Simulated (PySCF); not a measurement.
Compound: C8H16Si.
Numbering: `[CH3:1][C:2]#[C:3][SiH2:4][CH2:5][C:6]([CH3:7])([CH3:8])[CH3:9]` (hydrogens: H10, H11, H12 on C1; H13, H14 on Si4; H15, H16 on C5; H17, H18, H19 on C7; H20, H21, H22 on C8; H23, H24, H25 on C9)

Theory: PySCF, PBE0-D3(BJ)/def2-SVP geometry optimisation, gas phase.

Problem. Give the optimised bond lengths and angles.

Solution. 
```tsv
bond	length (Å)
C1–C2	1.451
C2≡C3	1.219
C3–Si4	1.831
Si4–C5	1.889
C5–C6	1.541
C6–C7, C6–C8, C6–C9	1.531
C1–H10, C1–H11, C1–H12	1.101
Si4–H13, Si4–H14	1.495
C5–H15, C5–H16	1.105
C7–H17 and 8 like bonds	1.102
```

Bonds in one row agree within 0.01 Å and their mean is given. A selection of angles:
```tsv
angle	degrees
C1–C2–C3	179.9
C2–C3–Si4	178.5
C3–Si4–C5	107.9
Si4–C5–C6	119.5
C5–C6–C7	110.4
C5–C6–C8	108.4
C7–C6–C8	109.0
```

Torsions: C3–Si4–C5–C6 180° (antiperiplanar); Si4–C5–C6–C7 -60° (synclinal). The mirror-image conformer, all signs reversed, is as good.

Si4 (SiH2 silicon) is tetrahedral (angles from 107.8° to 112.1°). Of the pairs four or more bonds apart, Si4···H23 is among the closest relative to their van der Waals radii: 3.01 Å, 91 % of the sum of Bondi's values. The C–C distances run from 1.219 Å (C2≡C3, drawn triple) to 1.541 Å (C5–C6, drawn single), a spread of 0.322 Å. The 2 C–Si bonds span 1.831 Å (C3–Si4, drawn single) to 1.889 Å (Si4–C5, drawn single), a spread of 0.058 Å.

No PBE0-D3(BJ)/def2-SVP frequencies stand behind this structure, so it isn't proved a minimum. The numbers are those of one conformer.
